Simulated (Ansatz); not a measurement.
The cluster Al6Cu4, relaxed as a singlet with RKS PBE-D4/def2-SVP in Ansatz, starting from the GFN2-xTB geometry. Force threshold 0.03 eV/Å.

The restricted singlet is unstable towards broken spin symmetry in Hartree–Fock (as tested in another run); at PBE-D4/def2-SVP this wasn't settled. Another isomer (singlet) lies 0.02 eV lower at PBE-D4/def2-SVP; other spin states weren't run for this one.

Start:

```xyz
10

Cu   -0.8048   -1.4362   -2.1469
Cu    0.0388    1.9460    1.5155
Cu   -1.6188   -1.8518    0.1978
Cu    0.8937    2.4236   -0.8047
Al    0.0674   -0.6953    1.9128
Al    1.9465    0.4671    0.4839
Al   -0.5829    0.3892   -0.3818
Al   -2.2257    0.4195    1.6001
Al    1.3322    0.1363   -2.0702
Al    0.9535   -1.7983   -0.3065
```

**Question.** Estimate the energy that the relaxation releases and the steps that it takes.

**Answer.** 1.05 eV, in 6 steps; 27 s on 4 threads of Intel Xeon Platinum 8488C on a shared host. No frequencies were taken in this run, so the end may be a saddle point.

**Question.** Does the start keep its bonding and symmetry?

**Answer.** Bonds lost: Al5–Al7, Al6–Al7, Al7–Al10 (atoms count from 1). Point group Cs at the start, Cs at the end, both within 0.05 Å.

**Question.** Predict the relaxed structure.

**Answer.** 
```xyz
10

Cu   -0.635   -1.295   -2.041
Cu   -0.076    1.662    1.400
Cu   -1.488   -1.560    0.280
Cu    0.889    2.183   -0.831
Al    0.205   -0.763    1.934
Al    1.987    0.522    0.556
Al   -0.930    0.625   -0.626
Al   -2.278    0.395    1.734
Al    1.398    0.125   -2.122
Al    0.928   -1.894   -0.284
```
Bond lengths (bridged metal pairs left out): 14 × Al–Cu 2.40 to 2.56 Å; 8 × Al–Al 2.59 to 2.81 Å; 2 × Cu–Cu 2.49 Å.
